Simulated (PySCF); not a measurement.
**SiH(NHEt)3: computed shieldings and shifts**

SiH(NHEt)3, C6H19N3Si, point group C1.

Bonds: Si1-N3, Si1-N12, Si1-N21, N3-C4, C4-C5, N12-C13, C13-C14, N21-C22, C22-C23. Si1 carries H2; N3 carries H6; C4 carries H7, H8; C5 carries H9, H10, H11; N12 carries H15; C13 carries H16, H17; C14 carries H18, H19, H20; N21 carries H24; C22 carries H25, H26; C23 carries H27, H28, H29.

GIAO calculations in PySCF 2.14 on the PBE0-D3(BJ)/def2-SVP structure: isolated species, non-relativistic, equivalent atoms averaged; basis pcSseg-1.

Question: Give the isotropic shieldings (ppm) with B3LYP, PBE0.

Answer: 
```tsv
atoms	environment	B3LYP	PBE0
Si1	silicon bonded to 3 N, H	379.4	388.7
N3/N12/N21	nitrogen bonded to C, Si, H	206.6	213.2
C4/C13/C22	carbon bonded to C, N, 2 H	140.4	147.0
C5/C14/C23	carbon bonded to C, 3 H	155.7	161.7
H2	hydrogen on a silicon bonded to 3 N	26.56	26.38
H7/H8/H16/H17/H25/H26	hydrogen on a carbon bonded to C, N	28.70	28.61
H9/H10/H11/H18/H19/H20/H27/H28/H29	hydrogen on a carbon bonded to C	30.37	30.27
H6/H15/H24	hydrogen on a nitrogen bonded to C, Si	31.29	31.15
HOMO–LUMO gap (eV)	–	7.09	7.61
```

Question: And the chemical shifts, against references computed in the same way?

Answer: 
```csv
atoms,"nucleus, reference",B3LYP,PBE0
Si1,"$^{29}$Si, TMS",-41.5,-36.7
N3/N12/N21,"$^{15}$N, NH3",56.9,52.5
C4/C13/C22,"$^{13}$C, TMS",38.9,37.4
C5/C14/C23,"$^{13}$C, TMS",23.6,22.7
H2,"$^{1}$H, TMS",4.82,4.88
H7/H8/H16/H17/H25/H26,"$^{1}$H, TMS",2.68,2.66
H9/H10/H11/H18/H19/H20/H27/H28/H29,"$^{1}$H, TMS",1.02,1.00
H6/H15/H24,"$^{1}$H, TMS",0.10,0.12
```

Question: Which part of the shielding of Si1 depends on the functional?

Answer: Diamagnetic: B3LYP 887, PBE0 887 ppm; paramagnetic: B3LYP -507, PBE0 -498 ppm. The diamagnetic part, set mainly by inner electrons, hardly moves; the paramagnetic part goes with low-lying magnetically allowed excitations and carries the spread.

Experimental scales use liquid or dissolved standards, which lie at an offset from isolated NH3 (liquid NH3: subtract about 20 ppm).
